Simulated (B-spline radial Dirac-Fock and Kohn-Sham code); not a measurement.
# Dipole and non-dipole photoemission parameters of Te⁴⁺ 4d5/2

System: the Te⁴⁺ ion in the configuration 1s2 2s2 2p6 3s2 3p6 3d10 4s2 4p6 4d10 5s2; threshold 93.91 eV (orbital energy of the model). Method: Dirac-Hartree-Slater photoionisation with a Latter tail; cross sections with all multipoles, angular parameters from the dipole term and its interference with E2. Computed with a radial finite-basis atomic code.

For linearly polarised light dσ/dΩ = σ/(4π) [1 + β P₂(cos θ) + (δ + γ cos²θ) sin θ cos φ], with θ from the polarisation vector and φ the angle between the beam and the projection of the electron momentum on the plane normal to the polarisation.

```
hν (eV)  σ (kb)       β       γ       δ
    125     363   1.633  -0.468   0.052
    130       ?       ?       ?       ?
    197     416  -0.249   0.122   0.029
    200     425  -0.201   0.125   0.026
    216     466   0.022   0.128   0.015
    245     504   0.317   0.110   0.004
    300     495   0.661   0.062  -0.003
    336     462   0.803   0.034  -0.004
    405     387   0.984  -0.004  -0.002
    407     385   0.988  -0.005  -0.002
    604     217   1.219  -0.029   0.008
    800     127   1.301   0.009   0.016
    858     110   1.314   0.026   0.019
    976    82.5   1.328   0.064   0.023
   1000    78.1   1.330   0.072   0.024
   1500    29.0   1.315   0.251   0.041
   2050    12.5   1.260   0.433   0.058
   2640    6.00   1.194   0.599   0.078
   3320    2.98   1.122   0.759   0.100
   3410    2.74   1.113   0.778   0.103
   3580    2.35   1.096   0.812   0.109
   4770   0.922   0.993   1.020   0.149
 5414.7   0.601   0.945   1.112   0.171
   5520   0.562   0.938   1.126   0.175
   6270   0.362   0.889   1.216   0.200
  12000  0.0334   0.644   1.621   0.380
  15000  0.0141   0.565   1.732   0.465
```

Question: Give the values at 130 eV.

Answer: σ = 282 kb, β = 1.216, γ = -0.526, δ = 0.079.
